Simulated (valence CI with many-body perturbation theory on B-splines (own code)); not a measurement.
## E1 transitions of La IX

Level of theory: configuration interaction combined with many-body perturbation theory (CI+MBPT): three valence electrons over a frozen Dirac-Fock core [Kr] 4d10, radial functions for each j: 8 s, 8 p, 9 d, 9 f, 6 g, 3 h, 2 i, with the one-electron correlation potential Σ1, the two-electron term Σ2, the three-electron term Σ3, Breit, model QED; selected CI, second order for the rest, scaled by the run's own slope (own B-spline code, finite nucleus).

No measured spectrum was set against this ion. As an estimate, levels hold to about 250 cm⁻¹ or 0.2 % of their energy and the worst to 1 %, as in measured heavy ions of charge 2 to 7; those with d or f electrons hold less well. Core correlation moves these levels by up to 33000 cm⁻¹, and in measured spectra 5 to 20 % of such shifts remained as error; rates that hang on mixing are uncertain with them.

Lines 151 to 176 of 176 in falling wavelength, among levels below 46.346 eV, chosen from the strongest by gf and those to the six lowest levels. Wavelengths and rates use the calculated energies, so an error of 400 cm⁻¹ moves a line at 390.6 Å by 0.16 % and its rate by three times that or more. Electric multipoles are in the length gauge, E1 and E2 with the static RPA response of the core. Weak lines are less certain than strong ones. Lines between different terms over intervals too small for the method are left out, as are lines whose strength nearly cancels. The highest levels of a list are the least certain.

Letters in brackets count levels of one name in rising energy.

```
λ vac (Å)              Upper          Lower   A (s⁻¹)  S (a.u.)
    390.6       4f²5s ²D_5/2  4f5s² ²F°_5/2  2.14e+06  3.77e-04
    390.2       4f²5s ²D_3/2  4f5s² ²F°_5/2  1.15e+08  1.34e-02
    389.5       4f²5s ⁴P_5/2  4f5s² ²F°_7/2  2.58e+07  4.52e-03
    387.8       4f²5s ⁴P_3/2  4f5s² ²F°_5/2  8.57e+06  9.86e-04
    386.6       4f²5s ⁴P_5/2  4f5s² ²F°_5/2  6.77e+05  1.16e-04
    375.8  4f5s5p ²D_3/2 [b]  5s²5p ²P°_3/2  1.09e+09  1.15e-01
    371.6       4f²5s ²P_3/2  4f5s² ²F°_5/2  7.04e+05  7.14e-05
    371.3  4f5s5p ²D_5/2 [b]  5s²5p ²P°_3/2  6.30e+09  9.55e-01
    368.2  4f5s5p ²D_3/2 [a]  5s²5p ²P°_1/2  7.73e+09  7.61e-01
    339.7  4f5s5p ²D_3/2 [b]  5s²5p ²P°_1/2  5.18e+09  4.00e-01
    321.8       4f²5s ⁴F_3/2  5s²5p ²P°_3/2  4.40e+05  2.89e-05
    321.3       4f²5s ⁴F_5/2  5s²5p ²P°_3/2  1.19e+06  1.17e-04
    310.2       4f²5s ²F_5/2  5s²5p ²P°_3/2  1.09e+07  9.66e-04
    305.1       4f²5s ²D_5/2  5s²5p ²P°_3/2  3.64e+08  3.06e-02
    304.9       4f²5s ²D_3/2  5s²5p ²P°_3/2  7.45e+07  4.17e-03
    303.8       4f²5s ⁴P_1/2  5s²5p ²P°_3/2  1.70e+06  4.70e-05
    303.4       4f²5s ⁴P_3/2  5s²5p ²P°_3/2  6.13e+06  3.38e-04
    302.7       4f²5s ⁴P_5/2  5s²5p ²P°_3/2  9.43e+07  7.75e-03
    294.9       4f²5s ⁴F_3/2  5s²5p ²P°_1/2  2.13e+06  1.08e-04
    293.9       4f²5s ²P_1/2  5s²5p ²P°_3/2  5.20e+06  1.30e-04
    293.4       4f²5s ²P_3/2  5s²5p ²P°_3/2  9.28e+07  4.63e-03
    280.7       4f²5s ²D_3/2  5s²5p ²P°_1/2  4.11e+08  1.80e-02
    279.7       4f²5s ⁴P_1/2  5s²5p ²P°_1/2  9.15e+05  1.98e-05
    279.4       4f²5s ⁴P_3/2  5s²5p ²P°_1/2  3.14e+07  1.35e-03
    271.3       4f²5s ²P_1/2  5s²5p ²P°_1/2  9.70e+07  1.91e-03
    270.9       4f²5s ²P_3/2  5s²5p ²P°_1/2  6.14e+06  2.41e-04
```
